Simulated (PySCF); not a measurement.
Si(Me)(OH)2(PH2) (CH₇O₂PSi), SMILES C[Si](O)(O)P.

Coordinates come from a PBE0-D3(BJ)/def2-SVP optimisation. The structure was generated by enumeration, and PubChem lists no compound with its InChIKey, so it may never have been made. One conformer was computed; it need not be the lowest.

Two levels are set side by side: PBE/def2-TZVP (PySCF) and PBE0/def2-TZVP (PySCF). Same geometry, gas phase. Differences are taken from unrounded values.

```tsv
quantity	PBE0
orbital gap (eV)	7.68
highest occupied level (eV)	-7.31
lowest empty level (eV)	0.37
dipole moment (D)	1.44
mean polarisability (bohr³)	69.6
```

### Question
What does PBE give, and how far is it from PBE0? (The exact figures need the calculation; the answer reports its results.)

### Answer

```tsv
quantity	PBE	PBE minus PBE0
orbital gap (eV)	5.70	-1.98
highest occupied level (eV)	-6.17	1.14
lowest empty level (eV)	-0.47	-0.84
dipole moment (D)	1.42	-0.02
mean polarisability (bohr³)	72.4	2.8
```

Without exact exchange PBE keeps part of each electron's self-repulsion, which lifts occupied levels and narrows the gap. Loosely held outer electrons make PBE densities more polarisable. Differences between two approximate levels are no errors against the true value.

Rough cost on one machine, each run with all the roots and properties that it gave: PBE0 against PBE within a factor of 2.
